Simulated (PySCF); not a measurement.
C4H6Ge. Atoms are numbered in the order given.

```xyz
11

C     -1.0503     2.6999     0.0000
C     -0.2615     1.7754     0.0000
C      0.5961     0.6402     0.0000
C      1.9377     0.7408     0.0000
Ge    -0.2841    -1.1108     0.0000
H     -1.7351     3.5274     0.0000
H      2.4371     1.7150     0.0000
H      2.5739    -0.1486     0.0000
H     -1.1652    -1.2465     1.2531
H     -1.1652    -1.2465    -1.2531
H      0.8125    -2.1909     0.0000
```

Coordinates come from a PBE0-D3(BJ)/def2-SVP optimisation. This is a generated structure with no PubChem entry under its InChIKey; it may be hypothetical.

These are PBE/pcSseg-1 (PySCF) values and carry that method's errors.

GIAO shieldings, no solvent; atoms listed in one row are averaged. δ = σ(ref) − σ: ¹³C against TMS (σ = 182.0 ppm); ⁷³Ge against GeH4 (σ = 1614.4 ppm); ¹H against TMS (σ = 31.49 ppm), references at their B3LYP-D3(BJ)/def2-TZVP geometries, non-relativistic.

Computed chemical shifts:
```csv
nucleus,atoms,count,δ (ppm)
¹³C,C4,1,148.3
¹³C,C3,1,134.7
¹³C,C1,1,93.6
¹³C,C2,1,90.3
⁷³Ge,Ge5,1,143.7
¹H,H7,1,6.78
¹H,H8,1,6.46
¹H,"H9, H10, H11",3,4.65
¹H,H6,1,3.73
```
